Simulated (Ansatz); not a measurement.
Basis-set series for C₂H₅ClSSi, SMILES `C=C[SiH](S)Cl`. Charge 0, multiplicity 1. The structure was optimised at the PBE0-D4/def2-TZVP level. It is one conformer, not always the lowest.

```tsv
atom	x (Å)	y (Å)	z (Å)
C1	0.060	0.936	-1.370
C2	-0.776	0.369	-0.506
Si3	-0.260	-0.896	0.742
S4	1.849	-1.017	0.959
Cl5	-1.189	-0.410	2.515
H6	1.118	0.686	-1.386
H7	-0.276	1.668	-2.098
H8	-1.827	0.652	-0.527
H9	-0.684	-2.270	0.392
H10	1.985	0.282	1.279
```

```tsv
functional	basis	functions	energy (Eh)	HOMO (eV)	LUMO (eV)
PBE0-D4	def2-TZVPP	258	-1226.73639	-7.82	-1.00
PBE0-D4	def2-QZVPP	474	-1226.77614	-7.84	-1.06
ωB97M-V	def2-TZVPP	258	-1227.13396	-10.01	1.08
ωB97M-V	def2-QZVPP	474	-1227.17163	-10.05	0.96
```

Problem. Give the rows for def2-SVP. (Estimate.)

Solution. The calculation gave: 
```tsv
functional	basis	functions	energy (Eh)	HOMO (eV)	LUMO (eV)
PBE0-D4	def2-SVP	107	-1226.24758	-7.73	-0.83
ωB97M-V	def2-SVP	107	-1226.64260	-9.89	1.36
```

Positive LUMOs are unbound and depend on the basis.

Computed with Ansatz.
